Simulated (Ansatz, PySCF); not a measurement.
B₂Cl₃, SMILES B([B]Cl)(Cl)Cl, multiplicity 2. Atoms are numbered in the order given.

```xyz
5

Cl     0.0000    -0.0001     2.7399
B      0.0000     0.0000     1.0525
B      0.0000     0.0000    -0.5432
Cl     0.0000    -1.5423    -1.4208
Cl     0.0000     1.5424    -1.4208
```
Charge 0, spin multiplicity 2.

Geometry: B3LYP-D3(BJ)/def2-SVP. The isomer is the one that the SMILES or the coordinates give; other isomers of the formula were not compared. Other conformers were not sampled.

Two levels are set side by side: PBE-D3(BJ)/def2-SVP (Ansatz, a quantum-chemistry and plane-wave program) and B3LYP-D3(BJ)/def2-SVP (PySCF). Each level has its own optimised geometry; the coordinates shown are those of the second. Frequencies come from the Hessian of PySCF at each geometry. Differences are taken from unrounded values.

```csv
quantity,B3LYP-D3(BJ)
mean bond length (Å),1.708
bond Cl1–B2 (Å),1.687
bond B2–B3 (Å),1.596
bond B3–Cl4 (Å),1.775
bond B3–Cl5 (Å),1.775
highest harmonic wavenumber (cm⁻¹),1378
mean harmonic wavenumber (cm⁻¹),516
zero-point energy (kcal/mol),6.64
```

Problem. What does PBE-D3(BJ) give, and how far is it from B3LYP-D3(BJ)? (An estimate is asked for; the answer gives what the named calculation found.)

Solution. 
```tsv
quantity	PBE-D3(BJ)	PBE-D3(BJ) minus B3LYP-D3(BJ)
mean bond length (Å)	1.711	0.003
bond Cl1–B2 (Å)	1.691	0.004
bond B2–B3 (Å)	1.603	0.007
bond B3–Cl4 (Å)	1.776	0.001
bond B3–Cl5 (Å)	1.776	0.001
highest harmonic wavenumber (cm⁻¹)	1355	-23
mean harmonic wavenumber (cm⁻¹)	505	-11
zero-point energy (kcal/mol)	6.50	-0.14
```
